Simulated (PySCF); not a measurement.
NMR data simulated for an unnamed compound:

¹H NMR (300 MHz, computed): δ 10.09 (t, 1H), 5.27 (t, 2H), 2.69 (m, 2H), 2.54 (s, 3H).

¹³C{¹H} NMR (computed): δ 201.4 (CH), 158.6 (C), 115.7 (C), 40.4 (CH2), 35.6 (CH3).

[PySCF 2.14: coordinates at the GFN2-xTB level; GIAO PBE0/pcSseg-1 shieldings; equivalent nuclei averaged; a single conformation; gas phase; no relativistic terms]

Referencing at the same level of theory: ¹H and ¹³C vs TMS.

Which of these does the molecule contain: an amide, a methoxy group, an aldehyde, a Si–H bond, a nitrile, an N-methyl group?

Results:


- An amide: no.
- A methoxy group: no.
- An aldehyde: yes (δC 201.4; δH 10.09 (t)).
- A Si–H bond: yes (δH 5.27 (t)).
- A nitrile: yes (δC 115.7).
- An N-methyl group: no.

The data belong to `InChI=1S/C5H8N2OSi/c1-5(4-6)7-9-3-2-8/h2H,3,9H2,1H3/b7-5-`; they needn't prove each group on their own.

Carbon signals by region: 1 in the far downfield region (above 160 ppm), 2 in the sp2 and nitrile region (100–160 ppm), 2 below 50 ppm. Above 160 ppm: 201.4, aldehyde carbonyl carbon.

Shifts are as computed. Against solution values, carbons near 30 ppm lie about +3 ppm off and those near 130 ppm about +5 ppm. Of 1309 compounds with measured shifts, 239 miss one by over three times the rms of a fit or turn the order of signals round; such compounds aren't used in these exercises. No couplings were computed; multiplicities are counted from neighbouring protons, with m where these are inequivalent, close in shift, in a saturated or five-membered ring or joined by F or P, and br s for small geminal =CH2 splittings.
